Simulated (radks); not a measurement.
Fractional charge and spin in the 6s shell of mercury: the spin-up occupation runs from 0 to 1 and the spin-down occupation from 0 to 1; the fullest corner is Hg, [Xe] 4f14 5d10 6s(up 1, down 1). All-electron calculation, scalar-relativistic Kohn-Sham, LDA (Slater exchange, Perdew-Wang correlation), spin-polarised, spherical densities, point nucleus. Program: a radial shooting solver on a logarithmic mesh with Libxc functionals. Energy (eV) minus the two flat planes that join the four corners (they meet along the diagonal where the two added fractions sum to one electron); zero is where a piecewise linear energy would lie.

down \ up       0    0.25     0.5    0.75       1
0           0.000  -0.787  -1.046  -0.782   0.000
0.25       -0.787  -0.998  -0.691   0.130  -0.717
0.5        -1.046  -0.691   0.173  -0.635  -0.950
0.75       -0.782   0.130  -0.635  -0.911  -0.707
1           0.000  -0.717  -0.950  -0.707   0.000

Corners above the fullest one (they belong to Hg+ and the next ion): (up 1, down 0) 10.868 eV, (up 0, down 1) 10.868 eV, (up 0, down 0) 30.432 eV. With half an added electron in each spin the energy lies 0.173 eV from the planes (fractional-spin error, the static-correlation error of a stretched bond), and with half an added electron in spin up alone -1.046 eV (fractional-charge error). For a frontier s shell over closed shells the exact functional lies on the planes.
